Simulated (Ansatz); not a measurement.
The cluster Ta₂O₄⁺. Charge 1, multiplicity 2. Geometry r2SCAN-D4/def2-SVP; atoms count from 1.

```csv
atom,x (Å),y (Å),z (Å)
Ta1,-0.680,-0.559,0.779
Ta2,0.023,0.425,-1.732
O3,-0.665,1.017,1.859
O4,-0.896,-1.063,-1.182
O5,1.637,-0.107,-1.661
O6,0.580,0.287,1.937
```

In the def2 sets Ta takes a core potential; there is no spin–orbit coupling. The structure holds 1 bond(s) between oxygen atoms. Another isomer (doublet) lies 5.37 eV lower at PBE0-D4/def2-TZVP; other spin states weren't run for this one.

(1) Estimate the Mulliken populations from the PBE0/def2-TZVP orbitals of Ansatz.

(2) Where does the spin sit?

(3) And the Mayer bond orders between heavy atoms (over 0.3)?

Results:

(1) 
```tsv
atom	charge (e)	spin (α − β)	d electrons
Ta1	1.10	1.28	2.91
Ta2	1.21	-0.17	2.83
O3	-0.21	-0.07	–
O4	-0.54	0.00	–
O5	-0.36	0.02	–
O6	-0.20	-0.06	–
```
Mulliken values depend strongly on the basis.

(2) Summed by element: Ta 1.11, O -0.11, of 1 unpaired in all. Largest on single atoms: Ta1 1.28, Ta2 -0.17, O3 -0.07.

(3) Ta1–Ta2 1.08 (2.79 Å); Ta1–O3 1.23 (1.91 Å); Ta1–O4 0.69 (2.04 Å); Ta1–O6 1.23 (1.91 Å); Ta2–O4 1.38 (1.83 Å); Ta2–O5 2.32 (1.70 Å); O3–O6 0.86 (1.45 Å).
